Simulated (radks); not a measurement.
Effect of the nuclear size on neutral fluorine, [He] 2s2 2p5. All-electron calculation, Dirac Kohn-Sham, BLYP, spin-unpolarised, spherical densities, finite nucleus; open shells are shared between the two j in proportion to 2j + 1; Fermi nuclear charge, rms radius 2.8976 fm. Program: a radial shooting solver on a logarithmic mesh with Libxc functionals. The rms radius is varied about that value; shifts are against it.

rms radius (fm)  total energy shift (eV)  density at nucleus (e/bohr^3)  1s1/2 shift (meV)
2.4572                         -0.000201                          466.4             -0.082
2.7701                        -0.0000616                          466.1             -0.025
2.8976                                 0                            466              0.000
3.0715                         0.0000885                          465.8              0.036
3.2366                          0.000177                          465.7              0.072

Slopes of the eigenvalues against <r^2> in GHz/fm^2, as finite differences over the two radii next to the reference (eigenvalue slopes, not the field-shift constants of lines): 1s1/2 8.34.
